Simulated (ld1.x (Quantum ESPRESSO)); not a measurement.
**calcium: one change to a TM potential, before and after**

ld1.x (Quantum ESPRESSO) 7.5 input, shortened:

```
&input
   title='Ca', zed=20., rel=1, dft='PBE', iswitch=3,
   config='[Ar] 3d0 4s2 4p0'
 /
 &inputp
   pseudotype=2, tm=.true., lloc=1,
   nlcc=.true., rcore=1.45
 /
3
4S  1  0   2.00   0.00  3.40  3.40  0.0
3D  3  2   0.00   0.00  3.00  3.00  0.0
3P  2  1   6.00   0.00  1.65  1.65  0.0
 &test
   configts(1)='3p6 3d0 4s2 4p0'
 /
```

Change: core correction none.

Cutoffs: the cutoffs (Ry, on a coarse ladder) from which the occupation-weighted sum of valence levels, in a spherical-Bessel basis at the reference potential, stays within 10 and 1 mRy of its value at 400 Ry; they do not see the model core or the augmentation charge, which bear on the density cutoff. Errors are all-electron minus pseudo energies relative to the spin-unpolarised reference configuration.

**Question.** What does the change do?

**Answer.** The potential gets neither clearly harder nor softer (30 Ry and 50 Ry → 30 Ry and 50 Ry); both files keep a bound ghost (s); of the 7 tests that both files solve, the error grows in 6 and shrinks in 0 by more than 15 % and 0.3 meV (median size 9.0 → 13.7 meV). Exchange and correlation are not linear in the density, so unscreening with the valence charge alone errs where core and valence overlap; a model core restores that term.

| quantity | base | changed |
| --- | --- | --- |
| cutoff, loose | 30 Ry | 30 Ry |
| cutoff, tight | 50 Ry | 50 Ry |
| bound ghosts | s | s |
| error for 3p6 3d0 4s1 4p0, meV [ΔE 6.31 eV] | +1.8 | +4.7 |
| error for 3p6 3d0 4s0 4p0, meV [ΔE 18.13 eV] | +2.9 | +45 |
| error for 3p6 3d0 4s1.5 4p0, meV [ΔE 2.50 eV] | +0.4 | +0.7 |
| error for 3p6 3d1 4s1 4p0, meV [ΔE 2.28 eV] | +21 | +34 |
| error for 3p6 3d0 4s1 4p1, meV [ΔE 2.42 eV] | +9.0 | +11 |
| error for 3p6 3d0.5 4s1.5 4p0, meV [ΔE 1.05 eV] | +9.3 | +14 |
| error for 3p6 3d0 4s0 4p1, meV [ΔE 9.36 eV] | +16 | +30 |
| s: phases at 3.71 bohr within 0.05 rad from the reference energy up to (Ry; the scan ends near 5) | 1.3 | 1.3 |
| p: phases at 3.71 bohr within 0.05 rad from the reference energy up to (Ry; the scan ends near 5) | 2.6 | 2.6 |
| d: phases at 3.71 bohr within 0.05 rad from the reference energy up to (Ry; the scan ends near 5) | 0.6 | 0.6 |

 A true bound ghost makes a file unfit for plane-wave use even where its test errors are small: the radial tests pick states by their node count and pass the ghost by.
